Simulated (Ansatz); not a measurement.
`[Cl][Cd][Cl]` + NH₃ → `[NH2][Cd][Cl]` + HCl at 400 K and 1 bar (ligand exchange at a Cd–Cl bond).

Computed with Ansatz on PBE0-D4/def2-TZVP structures; ΔE is electronic, products minus reactants. CCSD(T)/CBS adds triple-zeta CCSD(T) − MP2 to the extrapolated MP2 energy (def2 sets, frozen cores). This one scheme is used for every species. def2 core potentials past Kr. For Cd outer-core shells are correlated without core-valence functions, which leaves a few kJ/mol of doubt a bond. One conformer a species, not always the lowest.

```
        species  CCSD(T)/CBS energy (Eh)  H − E (kJ/mol)  S (J/(mol·K))
 `[Cl][Cd][Cl]`              -1087.36358            26.0          303.7
            NH₃                -56.50880           104.2          203.1
`[NH2][Cd][Cl]`               -683.44247            90.4          325.4
            HCl               -460.38127            29.6          195.4
```

H − E and S are ideal-gas, rigid-rotor, harmonic terms from PBE0-D4/def2-TZVP, for one conformer and one mirror image of each species. 1 Eh = 2625.50 kJ/mol, R = 8.31446 J/(mol·K).

Question: By hand: ΔE, ΔH, ΔS and ΔG.

Answer: ΔE = (-683.44247) + (-460.38127) − (-1087.36358) − (-56.50880) = 0.04864 Eh = 127.7 kJ/mol. Δ(H − E) = 90.4 + 29.6 − 26.0 − 104.2 = -10.2, so ΔH = 117.5 kJ/mol. ΔS = 325.4 + 195.4 − 303.7 − 203.1 = 14.0 J/(mol·K). ΔG = 117.5 − 400 × (14.0)/1000 = 111.9 kJ/mol.

Question: By hand: the equilibrium constant, and the temperature at which ΔG would vanish if ΔH and ΔS stayed fixed.

Answer: log₁₀ K = −ΔG/(RT ln 10) = -14.6. ΔG = 0 at ΔH/ΔS = 8393 K, far beyond where these terms or the molecules hold.

The number of gas molecules stays the same, so ΔS is small and ΔH decides. A doubt of 5 kJ/mol in ΔE shifts log₁₀ K by 0.7 here. Other conformers and mirror images would add mixing entropy, several J/(mol·K) or more a flexible species. These are equilibria of isolated gas molecules and say nothing of rates. Largest T1 diagnostic: 0.014 (customary marks: 0.02 for closed shells, 0.045 for open ones).
